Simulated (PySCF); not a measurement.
A calculated (PBE, PySCF 2.14, x2c-TZVPPall, the spin-free X2C one-electron Hamiltonian (Gaussian nucleus)) atom or ion has these occupied shells.

```
shell  electrons  orbital energy (eV)  rms radius, mean of both spins (bohr)
 1s α          1             -71425.6                                 0.0204
 1s β          1             -71425.6                                 0.0204
 2s α          1             -12393.4                                 0.0824
 2s β          1             -12393.2                                 0.0824
 2p α          3             -10857.2                                 0.0750
 2p β          3             -10857.0                                 0.0750
 3s α          1              -2878.8                                  0.211
 3s β          1              -2878.8                                  0.211
 3p α          3              -2423.4                                  0.212
 3p β          3              -2423.3                                  0.212
 3d α          5              -1888.5                                  0.194
 3d β          5              -1888.4                                  0.194
 4s α          1              -608.84                                  0.468
 4s β          1              -608.66                                  0.468
 4p α          3              -458.56                                  0.499
 4p β          3              -458.38                                  0.499
 4d α          5              -265.22                                  0.538
 4d β          5              -265.01                                  0.538
 5s α          1              -95.667                                   1.10
 5s β          1              -93.972                                   1.10
 5p α          3              -58.018                                   1.27
 5p β          3              -55.833                                   1.27
 4f α          7              -52.789                                  0.650
 4f β          7              -52.389                                  0.650
 5d α          4              -15.527                                   2.02
 6s α          1              -13.742                                   2.82
 6s β          1              -12.306                                   2.82
```

**Question.** Name the element and its charge.

**Answer.** Re⁺ (rhenium, charge +1), in [Xe] 4f14 5d4 6s2, high-spin 5D determinant (an excited configuration).
